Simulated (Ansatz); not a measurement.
A nudged elastic band was laid between two geometries of a periodic cell of 13 atoms, LiMg12 (surface Mg(0001), adsorbate Li).

Theory: Ansatz, DFT PBE-D3(BJ), scalar-relativistic, plane waves, PAW. Settings: cutoff 420 eV, k mesh 5x5x1, gaussian smearing 0.1 eV, no spin polarisation.

| Quantity | Value |
| --- | --- |
| movable images | 5 |
| climbing image | yes |
| spring | 5.0 eV/Å² |
| optimiser | quadratic models (default) |
| start path | IDPP |
| force threshold | 0.05 eV/Å |
| iteration limit | 80 |
| end points | relaxed |
| atoms held | 1 to 4 |

Initial state:

```xyz
13
Lattice="6.4200 0.0000 0.0000 3.2100 5.5599 0.0000 0.0000 0.0000 17.2130" Properties=species:S:1:pos:R:3
Mg 0.000 0.000 1.000
Mg 3.210 0.000 1.000
Mg 1.605 2.780 1.000
Mg 4.815 2.780 1.000
Mg -0.012 1.848 3.613
Mg 3.206 1.851 3.572
Mg 1.627 4.648 3.578
Mg 4.805 4.627 3.617
Mg 0.043 0.026 6.304
Mg 3.235 -0.032 6.096
Mg 1.588 2.821 6.083
Mg 4.773 2.756 6.305
Li 2.342 1.376 8.439
```

Final state:

Only the atoms that move by more than 0.05 Å are listed.
```
Mg7 1.595 4.627 3.617
Mg8 4.837 4.648 3.578
Mg9 0.025 -0.032 6.096
Mg10 3.253 0.026 6.304
Mg11 1.563 2.756 6.305
Mg12 4.798 2.821 6.083
Li13 5.552 1.376 8.439
```

Task: What changes between the two ends?

Result: The atom that moves furthest is Li13, by 3.21 Å; four of its nearest neighbours are Mg11 2.86, Mg10 2.88, Mg9 3.42, Mg12 3.52 Å at the first end and Mg12 2.86, Mg9 2.88, Mg10 3.42, Mg11 3.52 Å at the last.

Task: What energy profile does the band end with?

Result: It converged. The highest image is number 3 of 0 to 6, 0.000 eV above the ends, which have the same energy within 2 meV. A structure lower than the first end lies on the path between it and the top, so the climb from that side starts below the end, which may itself be a saddle point or a shallow side well. A structure lower than the last end lies on the path between it and the top, so the climb from that side starts below the end, which may itself be a saddle point or a shallow side well. The top lies less than 8 meV above the higher end, about what the thresholds resolve: the motion is nearly free. By the program's own check the climbing image is of a kind that is not told: the force calls were inconclusive, a negative curvature could not be distinguished from the path's own, the only one lies far off the path, or fixed occupations may fill a level only in part (lowest curvatures found: -0.05 and 0.12 eV/Å²). Limits of this set-up: coarse k mesh, thin slab, slab without dipole correction, a typed lattice constant that wasn't relaxed here.

```
image  path coordinate (Å)  energy (eV)  Mg10–Li13 (Å)  Mg11–Li13 (Å)  Mg9–Li13 (Å)
    0                 0.00        0.000           2.88           2.86          3.42
    1                 0.59       -0.004           2.88           2.90          3.88
    2                 1.18       -0.005           2.89           3.06          3.97
    3                 1.77        0.000           2.85           3.39          3.51
    4                 2.37       -0.008           2.89           3.89          3.12
    5                 2.98       -0.010           3.05           4.01          2.91
    6                 3.59        0.000           3.42           3.52          2.88
```

Task: What is the geometry of the highest image?

Result: 
```xyz
13
Lattice="6.4200 0.0000 0.0000 3.2100 5.5599 0.0000 0.0000 0.0000 17.2130" Properties=species:S:1:pos:R:3:forces:R:3
Mg 0.000 0.000 1.000 -0.04 0.02 0.00
Mg 3.210 0.000 1.000 0.03 0.02 0.00
Mg 1.605 2.780 1.000 0.01 -0.01 0.00
Mg 4.815 2.780 1.000 0.00 -0.04 0.00
Mg 0.016 1.845 3.621 0.00 0.00 0.00
Mg 3.217 1.849 3.569 0.00 0.00 0.00
Mg 1.621 4.621 3.613 0.00 0.00 0.01
Mg 4.794 4.641 3.576 0.00 0.00 0.00
Mg -0.047 0.026 6.322 0.00 0.00 0.00
Mg 3.181 -0.037 6.076 0.00 0.00 0.00
Mg 1.647 2.755 6.302 -0.01 0.00 0.00
Mg 4.827 2.818 6.094 0.00 0.00 0.00
Li 3.926 1.402 8.423 0.00 0.00 0.00
```

Time of the run: 3.8 min on 4 threads of AMD EPYC 9R45 96-Core Processor (Zen 5), on a shared host, peak memory 4.1 GiB.
